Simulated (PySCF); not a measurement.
C₇H₈, charge -1, doublet, at a GFN2-xTB geometry (a state made from the parent by changing its charge; the spin is typed, not shown lowest) (in this run its highest filled SCF level lies above zero, so its values depend strongly on the basis, on diffuse functions most of all), with bond 8-1 at 1.3 times its length; R2SCAN/STO-3G (PySCF).

Here is a job for PySCF.
```python
from pyscf import gto, scf, dft

mol = gto.M(
    atom='''
C    -2.41615025   -0.09423761   -0.00084847
C    -0.90462916   -0.03208013    0.01248811
C    -0.18097146   -1.20077251    0.17651586
C     1.27323905   -1.14762615    0.16375845
C     1.89363258    0.07121865   -0.01076607
C     1.18091207    1.24199321   -0.17367270
C    -0.27325447    1.18543425   -0.16052647
H    -2.98197772    1.13985027    0.41315776
H    -2.78313519   -0.88166934    0.66088217
H    -2.78714768   -0.30896622   -1.00851697
H    -0.68088180   -2.15518212    0.31436607
H     1.84419607   -2.06290847    0.29119789
H     2.98647873    0.11212851   -0.02001269
H     1.67974013    2.19709992   -0.31030067
H    -0.84451843    2.10085878   -0.28692584
''',
    basis='sto-3g',
    charge=-1,
    spin=1,
    verbose=4,
)

mf = dft.UKS(mol)
mf.xc = 'r2scan'
mf.conv_tol = 1e-6
mf.kernel()
```

Problem. Predict the main parts of the log of this PySCF run.

Solution. 
```
PySCF version 2.14.0

[INPUT] verbose = 4
[INPUT] num. atoms = 15
[INPUT] num. electrons = 51
[INPUT] charge = -1
[INPUT] spin (= nelec alpha-beta = 2S) = 1
[INPUT] symmetry False subgroup None
[INPUT] Mole.unit = angstrom
[INPUT] Symbol           X                Y                Z      unit          X                Y                Z       unit  Magmom
[INPUT]  1 C     -2.416150250000  -0.094237610000  -0.000848470000 AA   -4.565862248299  -0.178083273534  -0.001603375925 Bohr   0.0
[INPUT]  2 C     -0.904629160000  -0.032080130000   0.012488110000 AA   -1.709501356695  -0.060622659740   0.023599107713 Bohr   0.0
[INPUT]  3 C     -0.180971460000  -1.200772510000   0.176515860000 AA   -0.341986495763  -2.269131181807   0.333566632042 Bohr   0.0
[INPUT]  4 C      1.273239050000  -1.147626150000   0.163758450000 AA    2.406073095601  -2.168699116889   0.309458621083 Bohr   0.0
[INPUT]  5 C      1.893632580000   0.071218650000  -0.010766070000 AA    3.578446956754   0.134583743461  -0.020344923738 Bohr   0.0
[INPUT]  6 C      1.180912070000   1.241993210000  -0.173672700000 AA    2.231600389493   2.347027015469  -0.328193838314 Bohr   0.0
[INPUT]  7 C     -0.273254470000   1.185434250000  -0.160526470000 AA   -0.516376110613   2.240146071179  -0.303351064043 Bohr   0.0
[INPUT]  8 H     -2.981977720000   1.139850270000   0.413157760000 AA   -5.635121200355   2.154004833312   0.780755012639 Bohr   0.0
[INPUT]  9 H     -2.783135190000  -0.881669340000   0.660882170000 AA   -5.259363276739  -1.666113585026   1.248886301908 Bohr   0.0
[INPUT] 10 H     -2.787147680000  -0.308966220000  -1.008516970000 AA   -5.266945783917  -0.583861537542  -1.905820865276 Bohr   0.0
[INPUT] 11 H     -0.680881800000  -2.155182120000   0.314366070000 AA   -1.286680125201  -4.072703955360   0.594065775156 Bohr   0.0
[INPUT] 12 H      1.844196070000  -2.062908470000   0.291197890000 AA    3.485025492299  -3.898332028346   0.550284260151 Bohr   0.0
[INPUT] 13 H      2.986478730000   0.112128510000  -0.020012690000 AA    5.643626876539   0.211892174656  -0.037818503116 Bohr   0.0
[INPUT] 14 H      1.679740130000   2.197099920000  -0.310300670000 AA    3.174248806141   4.151917117104  -0.586383282569 Bohr   0.0
[INPUT] 15 H     -0.844518430000   2.100858780000  -0.286925840000 AA   -1.595908539848   3.970047720588  -0.542211255661 Bohr   0.0

nuclear repulsion = 266.773007739629
number of shells = 29
number of NR pGTOs = 129
number of NR cGTOs = 43
basis = sto-3g
ecp = {}

******** <class 'pyscf.dft.uks.UKS'> ********
method = UKS
initial guess = minao
damping factor = 0
level_shift factor = 0
DIIS = <class 'pyscf.scf.diis.CDIIS'>
diis_start_cycle = 1
diis_space = 8
diis_damp = 0
SCF conv_tol = 1e-06
SCF conv_tol_grad = None
SCF max_cycles = 50
direct_scf = True
direct_scf_tol = 1e-13
number electrons alpha = 26  beta = 25
XC library pyscf.dft.libxc version 7.1.2
    S. Lehtola, C. Steigemann, M. J. T. Oliveira, and M. A. L. Marques,  SoftwareX 7, 1–5 (2018)
XC functionals = r2scan
    J. W. Furness, A. D. Kaplan, J. Ning, J. P. Perdew, and J. Sun,  J. Phys. Chem. Lett. 11, 8208–8215 (2020)
    J. W. Furness, A. D. Kaplan, J. Ning, J. P. Perdew, and J. Sun,  J. Phys. Chem. Lett. 11, 9248–9248 (2020)
    J. W. Furness, A. D. Kaplan, J. Ning, J. P. Perdew, and J. Sun,  J. Phys. Chem. Lett. 11, 8208–8215 (2020)
    J. W. Furness, A. D. Kaplan, J. Ning, J. P. Perdew, and J. Sun,  J. Phys. Chem. Lett. 11, 9248–9248 (2020)
radial grids:
    Treutler-Ahlrichs [JCP 102, 346 (1995); DOI:10.1063/1.469408] (M4) radial grids

becke partition: Becke, JCP 88, 2547 (1988); DOI:10.1063/1.454033
pruning grids: <function nwchem_prune>
grids dens level: 3
symmetrized grids: False
atomic radii adjust function: <function treutler_atomic_radii_adjust>
small_rho_cutoff = 0
Set gradient conv threshold to 0.001
tot grids = 177296
init E= -268.794075296049

cycle= 1 E= -267.834209089551  delta_E= 0.96  |g|= 0.291  |ddm|= 3.84
cycle= 2 E= -267.601446445113  delta_E= 0.233  |g|= 0.49  |ddm|= 2.33
cycle= 3 E= -267.87520045761  delta_E= -0.274  |g|= 0.185  |ddm|= 2.24
cycle= 4 E= -267.896498037083  delta_E= -0.0213  |g|= 0.0621  |ddm|= 0.227
cycle= 5 E= -267.899068941772  delta_E= -0.00257  |g|= 0.0434  |ddm|= 0.123
cycle= 6 E= -267.899949327344  delta_E= -0.00088  |g|= 0.0309  |ddm|= 0.145
cycle= 7 E= -267.900649717695  delta_E= -0.0007  |g|= 0.0064  |ddm|= 0.0784
cycle= 8 E= -267.900678964106  delta_E= -2.92e-05  |g|= 0.0029  |ddm|= 0.0144
cycle= 9 E= -267.900687609909  delta_E= -8.65e-06  |g|= 0.000726  |ddm|= 0.00652
cycle= 10 E= -267.900687530066  delta_E= 7.98e-08  |g|= 0.00104  |ddm|= 0.00444
cycle= 11 E= -267.90068834428  delta_E= -8.14e-07  |g|= 0.000196  |ddm|= 0.00315
Extra cycle  E= -267.900688276307  delta_E= 6.8e-08  |g|= 0.000379  |ddm|= 0.0012
converged SCF energy = -267.900688276307  <S^2> = 0.76797388  2S+1 = 2.0178938
```
